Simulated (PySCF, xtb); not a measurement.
MoO2, SMILES [Mo](=[O])=[O] (connectivity only; charge and spin as stated), neutral, multiplicity 3.

Harmonic wavenumbers (cm⁻¹) from GFN2-xTB in xtb at its own minimum, in rising order: 167, 872, 951.

**Question.** What does B3LYP-D3(BJ)/def2-TZVP run with PySCF give at its own minimum? (The exact figures need the calculation; the answer reports its results.)

**Answer.** 308, 956, 1011. Paired by order, the mean absolute difference is 95 cm⁻¹ and the zero-point energies are 2.8 and 3.3 kcal/mol.
